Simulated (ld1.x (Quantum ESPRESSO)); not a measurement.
**u(r) = r·R(r): atom against pseudo-atom (N)**

Columns: radius, all-electron u(r) and pseudo u(r) of the 2p shell (level -20.69 eV) of nitrogen in the configuration [He] 2s2 2p2; PBE, non-relativistic, TM scheme, ld1.x (Quantum ESPRESSO) 7.5.

```csv
r (bohr),all-electron,pseudo
0.120,0.1105,0.0329
0.240,0.3073,0.1266
0.360,0.4941,0.2670
0.480,0.6414,0.4329
0.600,0.7460,0.5999
0.720,0.8112,0.7449
0.840,0.8422,0.8506
0.960,0.8460,0.9089
1.080,0.8295,0.9208
1.200,0.7986,0.8945
1.320,0.7580,0.8420
1.440,0.7115,0.7754
1.560,0.6619,0.7047
1.680,0.6113,0.6362
1.800,0.5612,0.5736
1.920,0.5127,0.5176
2.040,0.4665,0.4679
2.160,0.4230,0.4232
2.280,0.3824,0.3824
2.400,0.3448,0.3448
2.520,0.3102,0.3102
2.640,0.2785,0.2785
2.760,0.2496,0.2496
2.880,0.2233,0.2233
3.000,0.1994,0.1994
3.120,0.1778,0.1778
```

How many radial nodes do the two functions have?

The all-electron 2p function has n − l − 1 = 0; the pseudo-wave has 0.

At about which radius was the pseudo-wave matched?

2.40 bohr. The columns agree to 0.0005 from 2.16 bohr on; several derivatives are matched, so the curves merge somewhat inside the radius.

Where does each function peak?

Outermost all-electron maximum near 0.96 bohr, pseudo maximum near 1.08 bohr (to the table’s step).

Is the pseudo-wave norm-conserving?

Yes: the TM scheme keeps the norm inside the radius equal to the all-electron one, which fixes the energy derivative of the logarithmic derivative at the level.
